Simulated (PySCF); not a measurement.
Br2Co, SMILES [Br][Co+][Br] (connectivity only; charge and spin as stated), charge +1, multiplicity 5.

Coordinates come from a B3LYP-D3(BJ)/def2-SVP optimisation. The multiplicity is an assumed one; other spin states were not compared.

Two levels are set side by side: PBE/def2-TZVPD (PySCF) and B3LYP/def2-TZVPD (PySCF). Same geometry, gas phase. Differences are taken from unrounded values.

| quantity | PBE |
|---|---|
| α-spin orbital gap (eV) | 6.00 |
| β-spin orbital gap (eV) | 1.09 |
| mean polarisability (bohr³) | 82.1 |

Question: These are the PBE values. What does B3LYP give? (An estimate is asked for; the answer gives what the named calculation found.)

Answer: 
| quantity | B3LYP | PBE minus B3LYP |
|---|---|---|
| α-spin orbital gap (eV) | 7.74 | -1.74 |
| β-spin orbital gap (eV) | 2.37 | -1.28 |
| mean polarisability (bohr³) | 84.5 | -2.4 |

Rough cost on one machine, each run with all the roots and properties that it gave: B3LYP against PBE about 2 times.
